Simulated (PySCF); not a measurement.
Isomers of C8H10N2, from PBE0-D3(BJ)/def2-SVP geometry optimisation, gas phase (PySCF 2.14.0). One conformer each, no zero-point energy, no frequencies.

**Question.** Which is lower in electronic energy at this level?
A. `[CH3:1][c:2]1[cH:3][n:4][n:5][cH:6][c:7]1[CH:8]1[CH2:9][CH2:10]1` with C6–C7–C8–C9 -16°: A = 2328, B = 1123, C = 804.2 MHz, dipole 5.24 D
B. `[N:1]#[C:2][C@H:3]1[CH2:4][CH2:5][C@H:6]([C:7]#[N:8])[CH2:9][CH2:10]1` with C2–C3–C4–C5 68°, C3–C4–C5–C6 55°, C4–C5–C6–C7 68°, C5–C6–C9–C10 55°: A = 2855, B = 920.3, C = 875.5 MHz, dipole 0.00 D

**Answer.** B. That is `N#C[C@H]1CC[C@H](C#N)CC1`, 26.3 kcal/mol below the other.

```csv
SMILES,mapped SMILES,E (Eh),relative (kcal/mol),relative (kJ/mol),dipole (D)
N#C[C@H]1CC[C@H](C#N)CC1,[N:1]#[C:2][C@H:3]1[CH2:4][CH2:5][C@H:6]([C:7]#[N:8])[CH2:9][CH2:10]1,-419.57416,0.0,0.0,0.00
Cc1cnncc1C1CC1,[CH3:1][c:2]1[cH:3][n:4][n:5][cH:6][c:7]1[CH:8]1[CH2:9][CH2:10]1,-419.53221,26.3,110.1,5.24
```

As drawn, the lower has a C≡N group, which the higher lacks; the higher has an aromatic ring, a three-membered ring and an N–N linkage, which the lower lacks.
